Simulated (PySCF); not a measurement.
Al(F)(Me)(OtBu) (C5H12AlFO), SMILES CC([O][Al]([F])[CH3])(C)C.

The structure is a stationary point at B3LYP-D3(BJ)/def2-SVP. One conformer was computed; it need not be the lowest.

The numbers are results of B3LYP-D3(BJ)/def2-SVP in PySCF, not measurements.

Frequencies are harmonic and unscaled.

```
mode  ν (cm⁻¹)  IR (km/mol)  moving atoms (share of kinetic energy)
----  --------  -----------  --------------------------------------
1           34          0.5                  C 39 %, F 32 %, H 28 %
2           37          0.4                           H 84 %, C 9 %
3           67          0.4                  C 39 %, O 30 %, H 29 %
4           71          2.8          C 36 %, F 30 %, H 18 %, O 12 %
5          162          4.1          C 41 %, H 26 %, F 22 %, Al 9 %
6          228         17.9                         H 50 %, Al 36 %
7          230         27.5         F 34 %, C 32 %, H 14 %, Al 14 %
8          232         12.3                         H 68 %, Al 24 %
9          286          0.5                                  H 95 %
10         297          0.0                                  H 95 %
11         329          8.7                 C 43 %, H 32 %, Al 16 %
12         349          4.5                  C 45 %, H 37 %, O 17 %
13         391          1.6                  C 43 %, H 37 %, O 14 %
14         479          9.8                  C 47 %, H 31 %, O 20 %
15         482         11.1                  C 42 %, O 30 %, H 28 %
16         583         11.1          C 41 %, O 26 %, H 18 %, F 12 %
17         670         60.3                          H 75 %, C 18 %
18         681          3.9                          H 54 %, C 30 %
19         727         56.7                 C 37 %, H 34 %, Al 21 %
20         819         35.8                 C 44 %, H 25 %, Al 18 %
21         876        117.8          Al 42 %, F 35 %, H 11 %, C 9 %
22         913          0.0                          H 59 %, C 41 %
23         922          1.2                          H 59 %, C 40 %
24         954          0.0                          H 82 %, C 18 %
25        1039          5.6                          H 68 %, C 30 %
26        1045          0.5                          H 69 %, C 30 %
27        1085        248.7         O 59 %, H 19 %, Al 12 %, C 10 %
28        1222          2.7                          H 75 %, C 25 %
29        1230        218.7                          C 61 %, H 32 %
30        1259         16.2                          C 67 %, H 32 %
31        1267         31.9                          C 66 %, H 33 %
32        1382         16.2                          H 74 %, C 26 %
33        1383         15.0                          H 72 %, C 28 %
34        1406          8.4                          H 79 %, C 21 %
35        1428          1.9                                  H 96 %
36        1431          1.2                                  H 95 %
37        1445          0.1                                  H 96 %
38        1459          0.0                                  H 96 %
39        1459          0.3                                  H 96 %
40        1472          1.6                                  H 94 %
41        1474          2.9                                  H 94 %
42        1491          2.5                                  H 95 %
43        3025         20.8                                  H 97 %
44        3027          2.2                                  H 97 %
45        3028         12.6                                  H 97 %
46        3036         10.9                                  H 97 %
47        3109          3.6                           H 91 %, C 9 %
48        3112          1.4                          H 90 %, C 10 %
49        3114          6.5                          H 90 %, C 10 %
50        3116          7.9                          H 90 %, C 10 %
51        3118         28.1                          H 90 %, C 10 %
52        3125         29.2                          H 90 %, C 10 %
53        3125         55.9                           H 91 %, C 9 %
54        3131          4.0                           H 91 %, C 9 %
```
